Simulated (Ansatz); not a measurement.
```yaml
crystal:
  periodic: [false, false, false]
  atoms:
    - {symbol: Re, position_ang: [-0.442908, -0.754926, -0.004625]}
    - {symbol: Se, position_ang: [-1.271463, 1.252820, 0.088116]}
    - {symbol: Se, position_ang: [1.714371, -0.497894, -0.083491]}
basis:
  gaussian: {orbitals: def2-mTZVPP, nuclear_model: gaussian}
total_charge: 2
magnetization: {spin_polarized: true, initial_magnetization: 1}
hamiltonian: {xc: {name: rPW86-PBE}, dispersion: d3bj, pseudopotentials: {relativity: scalar}}
output: {forces: true}
```

```sh
$ ansatz run in.yaml --threads 4 --pin off --events-out ev --progress --plain --max-ram 3916MiB
```

Shortened log:

```
Functional definition: rPW86-PBE
1055 factors; their error is unknown
mean field evaluation 1: about -134013.3435 eV, gradient 9.4e1 eV
mean field evaluation 2: about -133830.6311 eV, gradient 1.6e2 eV
mean field evaluation 4: about -134051.1851 eV, gradient 2.0e1 eV
mean field evaluation 8: about -134053.0778 eV, gradient 4.7e0 eV
mean field evaluation 16: about -134053.1190 eV, gradient 5.1e-3 eV
mean field evaluation 32: about -134044.1753 eV, gradient 3.6e1 eV
mean field evaluation 64: about -134050.8739 eV, gradient 1.3e1 eV
mean field evaluation 96: about -134052.0816 eV, gradient 5.5e-1 eV
mean field evaluation 128: about -134050.3687 eV, gradient 1.4e1 eV
mean field evaluation 160: about -134051.6847 eV, gradient 8.9e-1 eV
mean field evaluation 192: about -134052.8937 eV, gradient 1.1e0 eV
mean field -134053.11901908 eV, -4926.3612594837 hartree, gradient 4.0e-6 eV, S^2 0.804862; 15 other end points of the search recorded, 0 dependent functions left out
reference -134053.11911502 eV, -4926.3612630093 hartree; 41, 40 occupied and 67, 68 virtual orbitals, 1055 factors
Total energy: -134053.23522505 eV, -4926.3655299743 hartree
Relativity: scalar
Atom 0 at    -0.442908    -0.754926    -0.004625 Å, force    -1.006348    -1.715292    -0.010509 eV/Å
Atom 1 at    -1.271463     1.252820     0.088116 Å, force    -0.809810     1.627501     0.080716 eV/Å
Atom 2 at     1.714371    -0.497894    -0.083491 Å, force     1.816158     0.087791    -0.070208 eV/Å
Dipole moment:    -0.020725    -0.035324    -0.000216 e Å
```

It took 41 s on 4 threads of Arm Neoverse V2 on a shared host.

In the def2 sets Re takes a core potential; there is no spin–orbit coupling.

The dipole of an ion depends on the origin.
